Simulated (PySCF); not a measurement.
# Electronic structure of Si+ (silicon, charge +1) at the UHF level

Configuration: [Ne] 3s2 3p1, 2P determinant. Calculation: PySCF 2.14, in x2c-TZVPall (5s5p2d1f, 37 functions); the spin-free X2C one-electron Hamiltonian (Gaussian nucleus).

```json
{
 "Total energy": "-289.173747 hartree",
 "One-electron energy": "-396.6828 hartree",
 "Hartree (Coulomb) energy": "127.6488 hartree",
 "Exchange energy": "-20.1397 hartree",
 "⟨S²⟩": "0.7661",
 "⟨L²⟩": "2.049",
 "Sum of ⟨r⟩": "11.20 bohr",
 "Sum of ⟨r²⟩": "20.19 bohr²",
 "Traceless quadrupole moment −½Σ⟨3z² − r²⟩ along its main axis": "-2.96 e·bohr²",
 "Langevin diamagnetic susceptibility": "-16.0 ×10⁻⁶ cm³/mol",
 "Time after the integrals": "0.08 s of wall time on 1 thread of Neoverse-V2 (shared host)"
}
```

```json
{"shell": "1s α", "electrons": "1", "mean orbital energy (eV)": "-1886.8", "spread (eV)": "0", "rms radius, mean of both spins (bohr)": "0.129"}
{"shell": "1s β", "electrons": "1", "mean orbital energy (eV)": "-1886.6", "spread (eV)": "0", "rms radius, mean of both spins (bohr)": "0.129"}
{"shell": "2s α", "electrons": "1", "mean orbital energy (eV)": "-177.98", "spread (eV)": "0", "rms radius, mean of both spins (bohr)": "0.612"}
{"shell": "2s β", "electrons": "1", "mean orbital energy (eV)": "-177.78", "spread (eV)": "0", "rms radius, mean of both spins (bohr)": "0.612"}
{"shell": "2p α", "electrons": "3", "mean orbital energy (eV)": "-125.54", "spread (eV)": "0.376", "rms radius, mean of both spins (bohr)": "0.599"}
{"shell": "2p β", "electrons": "3", "mean orbital energy (eV)": "-125.17", "spread (eV)": "0.447", "rms radius, mean of both spins (bohr)": "0.599"}
{"shell": "3s α", "electrons": "1", "mean orbital energy (eV)": "-24.137", "spread (eV)": "0", "rms radius, mean of both spins (bohr)": "2.25"}
{"shell": "3s β", "electrons": "1", "mean orbital energy (eV)": "-21.729", "spread (eV)": "0", "rms radius, mean of both spins (bohr)": "2.25"}
{"shell": "3p α", "electrons": "1", "mean orbital energy (eV)": "-16.190", "spread (eV)": "0", "rms radius, mean of both spins (bohr)": "2.67"}
```

Densities and radii are taken from the X2C orbitals without a picture-change correction, which distorts them close to the nucleus.
